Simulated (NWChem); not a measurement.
System meant: CH5CuO; SMILES [CH3][Cu]<-[OH2]

NWChem input:

```
start job
memory heap 200 mb stack 900 mb global 1100 mb
geometry units angstroms noautosym nocenter noautoz
  Cu    -0.000313    -0.118886    -0.009248
  C      0.000049    -2.011776     0.007377
  H      0.852804    -2.414317    -0.566823
  H     -0.923728    -2.413990    -0.444072
  H      0.070794    -2.411732     1.033829
  O     -0.000591     1.873824     0.001414
  H      0.769641     2.238371     0.456508
  H     -0.769521     2.238293     0.458770
end
basis spherical
  * library 6-31g*
end
dft
  xc xtpss03 ctpss03
  iterations 150
end
property
  shielding 7 1 2 3 4 5 6 7
end
task dft property
```

End of the output:

```
 Vector   27  Occ=0.000000D+00  E= 2.159948D-02
              MO Center= -5.2D-03, -2.3D-02, -3.1D-01, r^2= 6.6D+00
   Bfn.  Coefficient  Atom+Function         Bfn.  Coefficient  Atom+Function
  ----- ------------  ---------------      ----- ------------  ---------------
    17      0.925844  1 Cu pz                54     -0.221259  5 H  s
    13      0.170432  1 Cu pz                60      0.162343  6 O  s
    59     -0.104501  6 O  pz                14     -0.102545  1 Cu s
     9     -0.097286  1 Cu pz                70     -0.088292  7 H  s
    72     -0.088513  8 H  s                 50      0.087724  3 H  s

 center of mass
 --------------
 x =  -0.00056264 y =  -0.08735668 z =   0.00934821

 moments of inertia (a.u.)
 ------------------
         482.617092735035           0.061949916360           0.004938331328
           0.061949916360          17.202980451205          -7.023904373867
           0.004938331328          -7.023904373867         485.353141144065

     Multipole analysis of the density
     ---------------------------------

     L   x y z        total         alpha         beta         nuclear
     -   - - -        -----         -----         ----         -------
     0   0 0 0     -0.000000    -24.000000    -24.000000     48.000000

     1   1 0 0      0.000438      0.012994      0.012994     -0.025551
     1   0 1 0      2.024671      4.122005      4.122005     -6.219340
     1   0 0 1      0.509508     -0.430833     -0.430833      1.371174

     2   2 0 0    -19.738308    -14.815213    -14.815213      9.892117
     2   1 1 0      0.003741      0.015884      0.015884     -0.028027
     2   1 0 1     -0.002212      0.001759      0.001759     -0.005731
     2   0 2 0    -17.213643   -151.942300   -151.942300    286.670957
     2   0 1 1      3.091031     -1.953929     -1.953929      6.998890
     2   0 0 2    -21.360361    -14.267284    -14.267284      7.174207

          -----------------------------------------
          Chemical Shielding Tensors (GIAO, in ppm)
          -----------------------------------------

 ------------------------------------------------------------------------
  xtpss03: d2 not coded                    0
 ------------------------------------------------------------------------
 ------------------------------------------------------------------------
  current input line :
    23: task dft property
 ------------------------------------------------------------------------
 ------------------------------------------------------------------------
 This error has not yet been assigned to a category
 ------------------------------------------------------------------------
 For more information see the NWChem manual at https://nwchemgit.github.io

0: xtpss03: d2 not coded:Received an Error in Communication
```

Question: Find the fault in this run and fix the input.

Answer: The run crashed. Cause: this functional's second derivatives, which shieldings need, aren't coded here; the fix takes a hybrid GGA instead. This input runs:
```
start job
memory heap 200 mb stack 900 mb global 1100 mb
geometry units angstroms noautosym nocenter noautoz
  Cu    -0.000313    -0.118886    -0.009248
  C      0.000049    -2.011776     0.007377
  H      0.852804    -2.414317    -0.566823
  H     -0.923728    -2.413990    -0.444072
  H      0.070794    -2.411732     1.033829
  O     -0.000591     1.873824     0.001414
  H      0.769641     2.238371     0.456508
  H     -0.769521     2.238293     0.458770
end
basis spherical
  * library 6-31g*
end
dft
  xc pbe0
  iterations 150
end
property
  shielding 7 1 2 3 4 5 6 7
end
task dft property
```
It converges to -1756.14897 Ha (PBE0/6-31G* (spherical d), GIAO).
